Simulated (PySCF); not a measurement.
Numbering as in the mapped SMILES `[CH3:1][C:2]([CH3:3])([CH3:4])[CH:5]([SiH3:6])[SiH3:7]` (H(Xn): hydrogen on atom n).

Geometry: PBE0-D3(BJ)/def2-SVP; GIAO absolute shieldings from PySCF, gas phase, non-relativistic, averaged over equivalent atoms.

At CAM-B3LYP/pcSseg-1 (213 basis functions, 36 s wall time on 1 thread of an Intel Xeon 6975P-C, shared host):
```csv
atoms,σ (ppm)
C1/C3/C4,150.0
C2,152.0
C5,170.2
Si6/Si7,413.3
H(Si6)/H(Si7),27.49
H(C1)/H(C3)/H(C4),30.26
H(C5),31.29
```

**Question.** Predict the values at PBE0/pcSseg-1 on the same geometry.

**Answer.** 
```json
{"atoms": "C1/C3/C4", "σ at PBE0/pcSseg-1": "152.2", "change": "+2.2"}
{"atoms": "C2", "σ at PBE0/pcSseg-1": "153.6", "change": "+1.6"}
{"atoms": "C5", "σ at PBE0/pcSseg-1": "172.3", "change": "+2.1"}
{"atoms": "Si6/Si7", "σ at PBE0/pcSseg-1": "421.9", "change": "+8.6"}
{"atoms": "H(Si6)/H(Si7)", "σ at PBE0/pcSseg-1": "27.34", "change": "-0.15"}
{"atoms": "H(C1)/H(C3)/H(C4)", "σ at PBE0/pcSseg-1": "30.19", "change": "-0.07"}
{"atoms": "H(C5)", "σ at PBE0/pcSseg-1": "31.05", "change": "-0.24"}
```

The largest change is at Si6/Si7 (silicon bonded to C, 3 H). Cost: 213 basis functions, 35 s wall time on 1 thread of an Intel Xeon 6975P-C, shared host. The order of the carbon signals is the same at both levels.

The carbons averaged at δ 32.4 differ by 8 ppm in this conformer.
